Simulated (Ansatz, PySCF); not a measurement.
Sn(OH)(NH2)3 (H7N3OSn), SMILES [NH2][Sn]([NH2])([NH2])[OH]. Atoms are numbered in the order given.

```xyz
12

N     -1.2326    -1.5246    -0.5516
Sn     0.0064    -0.0213     0.0231
N      1.9727    -0.4808     0.1843
N     -0.2935     1.4526    -1.3450
O     -0.4668     0.4217     1.9023
H     -0.8999    -2.4348    -0.2373
H     -1.3220    -1.5721    -1.5656
H      2.5479    -0.0288    -0.5236
H      2.3393    -0.2307     1.1013
H     -1.2809     1.6085    -1.5422
H      0.0999     2.3450    -1.0508
H     -1.3838     0.1885     2.0880
```
Charge 0, spin multiplicity 1.

Geometry: PBE0-D3(BJ)/def2-SVP. The structure was generated by enumeration; whether it is a known compound was not checked. The def2 effective core potentials stand for the cores of Sn; spin–orbit coupling is left out. Other conformers were not sampled.

Two levels are set side by side: PBE-D3(BJ)/def2-SVP (Ansatz, a program for electronic structure) and PBE0-D3(BJ)/def2-SVP (Ansatz). Each level has its own optimised geometry; the coordinates shown are those of the second. Frequencies come from the Hessian of PySCF at each geometry. Differences are taken from unrounded values.

```tsv
quantity	PBE0-D3(BJ)	PBE-D3(BJ)	PBE-D3(BJ) minus PBE0-D3(BJ)
mean bond length (Å)	1.378	1.397	0.020
bond N1–Sn2 (Å)	2.031	2.064	0.033
bond Sn2–N3 (Å)	2.026	2.060	0.034
bond Sn2–N4 (Å)	2.033	2.070	0.036
bond Sn2–O5 (Å)	1.988	2.018	0.030
bond N1–H6 (Å)	1.019	1.030	0.012
bond N1–H7 (Å)	1.019	1.031	0.012
bond N3–H8 (Å)	1.018	1.030	0.012
bond N3–H9 (Å)	1.019	1.030	0.012
bond N4–H10 (Å)	1.019	1.031	0.012
bond N4–H11 (Å)	1.019	1.030	0.012
bond O5–H12 (Å)	0.964	0.977	0.013
highest harmonic wavenumber (cm⁻¹)	3892	3703	-188
mean harmonic wavenumber (cm⁻¹)	1304	1255	-49
zero-point energy (kcal/mol)	55.90	53.81	-2.09
```

GGA bonds tend to be longer and softer than those of functionals with exact exchange. Differences between two approximate levels are no errors against the true value.
